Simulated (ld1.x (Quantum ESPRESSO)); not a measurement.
An all-electron radial function and its pseudo partner (helium (He))

Columns: radius, all-electron u(r) and pseudo u(r) of the 1s shell (level -15.87 eV) of helium in the configuration 1s2; PW91, non-relativistic, ultrasoft scheme, ld1.x (Quantum ESPRESSO) 7.5.

```
r (bohr)  all-electron  pseudo
   0.040        0.1779  0.1137
   0.080        0.3283  0.2252
   0.120        0.4546  0.3325
   0.160        0.5600  0.4337
   0.200        0.6471  0.5273
   0.240        0.7183  0.6117
   0.280        0.7759  0.6862
   0.320        0.8215  0.7500
   0.360        0.8570  0.8030
   0.400        0.8836  0.8452
   0.440        0.9026  0.8772
   0.480        0.9151  0.8997
   0.520        0.9220  0.9138
   0.560        0.9242  0.9205
   0.600        0.9222  0.9211
   0.640        0.9168  0.9168
   0.680        0.9084  0.9088
   0.720        0.8976  0.8978
   0.760        0.8848  0.8848
   0.800        0.8701  0.8701
   0.840        0.8541  0.8541
   0.880        0.8369  0.8369
   0.920        0.8188  0.8188
   0.960        0.8000  0.8000
   1.000        0.7806  0.7806
   1.040        0.7608  0.7608
```

(1) How many radial nodes do the two functions have?

(2) At about which radius was the pseudo-wave matched?

(3) Where does each function peak?

(4) Is the pseudo-wave norm-conserving?

## Answers

(1) The all-electron 1s function has n − l − 1 = 0; the pseudo-wave has 0.

(2) 0.80 bohr. The columns agree to 0.0005 from 0.64 bohr on; several derivatives are matched, so the curves merge somewhat inside the radius.

(3) Outermost all-electron maximum near 0.56 bohr, pseudo maximum near 0.60 bohr (to the table’s step).

(4) No, it belongs to an ultrasoft set: the norm inside the radius is not constrained, and the difference is carried by the augmentation charge.
